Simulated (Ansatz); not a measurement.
**Ligand exchange: GeH2Br2 + GaH2(CH3) → GeH2(CH3)Br + GaH2Br**

Species: GeH2Br2 `[Br][GeH2][Br]`, singlet; GaH2(CH3), singlet; GeH2(CH3)Br, singlet; GaH2Br `[GaH2][Br]`, singlet. The partners trade Br for CH3: Ge–Br and Ga–CH3 bonds give way to Ge–CH3 and Ga–Br.

Shapes, held fixed at every level: PBE0-D4/def2-TZVP. Programs: Ansatz 0.2.0. Electronic energies: no zero-point or thermal term.

| level | kind | ΔE (kJ/mol) | less CCSD(T)/def2-TZVPP | CPU time (sum over the molecules) |
| --- | --- | --- | --- | --- |
| BHLYP-D4/def2-TZVPP | global hybrid | -71.5 | 0.0 | 23 s |
| PBE0-D4/def2-TZVPP | global hybrid | -68.2 | +3.3 | 22 s |
| wB97X-V/def2-TZVPP | range-separated hybrid | -69.7 | +1.8 | 58 s |
| B2PLYP/def2-TZVPP | double hybrid | -70.0 | +1.5 | 36 s |
| MP2/def2-TZVPP | perturbation theory | -70.6 | +0.9 | – |
| CCSD(T)/def2-SVP | coupled cluster or CI | -74.8 | -3.3 | 34 s |
| CCSD/def2-TZVPP | coupled cluster or CI | -72.5 | -1.0 | – |
| CCSD(T)/def2-TZVPP | coupled cluster or CI | -71.5 | 0.0 | 7.1 min |

The highest level, CCSD(T)/def2-TZVPP, gives ΔE = -71.5 kJ/mol; the levels span -74.8 to -68.2. The column of differences is taken from that level and isn't an error. No measured value is set beside it here. Relativity is left out for Br, Ga, Ge. Outer-core shells of Br, Ga, Ge are correlated, in sets that cover them unevenly. Times are processor times on shared x86 and Arm servers, and rough.
